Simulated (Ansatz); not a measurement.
`C#[C][Al]([NH2])[F]` + `C=C[SiH2]O[SiH3]` → `C#[C][AlH][NH2]` + `C=C[SiH](F)O[SiH3]`  (redistribution)

Program: Ansatz. Geometries: PBE0-D4/def2-TZVP. ΔE: electronic, gas phase. CBS: MP2 limit from def2 TZ/QZ plus the TZ coupled-cluster correction, frozen cores. DFT in def2-TZVPP. Each species was taken in one conformer, which may not be the lowest.

```
          level  ΔE (kJ/mol)
            PBE         26.1
         revPBE         27.0
    HF/def2-SVP         32.2
CCSD/def2-TZVPP         26.4
```

(1) What does CCSD(T)/CBS give? (Best estimate.)

(2) What do rigid-rotor, harmonic-oscillator terms from PBE0-D4/def2-TZVP frequencies (298.15 K, 1 bar) make of the CCSD(T)/CBS value? (Estimate.)

Largest T1 diagnostic among the species: 0.013.

Results:

(1) Computed: +27.2 kJ/mol. The listed levels differ from it by -1.1, -0.2, 5.0, -0.8 kJ/mol.

(2) The calculation gave: ΔZPE = -2.0 kJ/mol, ΔH = +25.2 kJ/mol, ΔS = -1 J/(mol·K), ΔG = +25.6 kJ/mol. Modes under 50 cm⁻¹ make the entropy rough.

At CCSD(T), def2-SVP lies +9.9 kJ/mol from the extrapolated value and def2-TZVPP −0.7 kJ/mol. In def2-TZVPP, CCSD(T) changes the Hartree–Fock value by +6.2 kJ/mol (the triples alone add +0.1 kJ/mol) and MP2 by +8.6 kJ/mol.
